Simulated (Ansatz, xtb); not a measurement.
# C6H3N3: which of two isomers lies lower

Structure X is `N#Cc1c[nH]cc1C#N`, a singlet and structure Y is `N#Cc1c[nH]c(C#N)c1`, a singlet. Both are isolated molecules in the gas phase, relaxed with B3LYP-D3(BJ)/def2-SVP.

Energies in hartree; the thermal terms are from GFN2-xTB frequencies at re-optimised GFN2-xTB minima (ideal gas, soft modes damped towards free rotors, one conformer each, 298.15 K, 1 atm) and include the zero-point energy:

```
                              X           Y
E, CCSD(T)/def2-SVP  −393.287202  −393.286325
    E, MP2/def2-SVP  −393.209183  −393.208178
  E, MP2/def2-TZVPP  −393.910820  −393.910015
  zero-point energy     0.078115     0.078057
       H(298 K) − E     0.086547     0.086501
       G(298 K) − E     0.046412     0.045722
```

**Question.** Correct the CCSD(T) difference for the basis set by the MP2 change, then work out ΔE, ΔE₀, ΔH and ΔG for X → Y in kcal/mol (1 Eh = 627.51 kcal/mol) and the equilibrium ratio [Y]/[X].

**Answer.** 1. Differences Y − X: CCSD(T) +0.000877, MP2 in the small set +0.001005, MP2 in the large set +0.000805 Eh.
2. ΔE = +0.000877 + (+0.000805 − (+0.001005)) = +0.000677 Eh = +0.42 kcal/mol.
3. ΔE₀ = ΔE + ΔZPE = +0.000677 + (−0.000058) Eh = +0.39 kcal/mol.
4. ΔH = ΔE + (−0.000046) Eh = +0.40 kcal/mol.
5. ΔG = ΔE + (−0.000690) Eh = −0.01 kcal/mol, so ΔS = (ΔH − ΔG)/T = +5.7 J/(mol K).
6. kT = 0.9442 mEh, so K = [Y]/[X] = exp(−ΔG/kT) = exp(+0.01) ≈ 1.

The two are too close for this level to say which is favoured. An error of 1 kcal/mol in ΔG would change K by a factor of 5.4. Mirror images and further conformers aren't counted.

As drawn, both hold the same kinds of bond in the same numbers.

Other levels gave ΔE = −0.3 (GFN2-xTB); +0.7 (HF/STO-3G, GFN2-xTB geometries); −0.3 (r2SCAN-D4/def2-SVP, GFN2-xTB geometries); −0.1 (B3LYP-D3(BJ)/def2-SVP); +0.5 (HF/def2-SVP); +0.6 (MP2/def2-SVP); +0.6 (CCSD(T)/def2-SVP) kcal/mol. The correlated steps freeze 9 core orbitals. Programs: Ansatz 0.2.0, xtb 6.7.1.
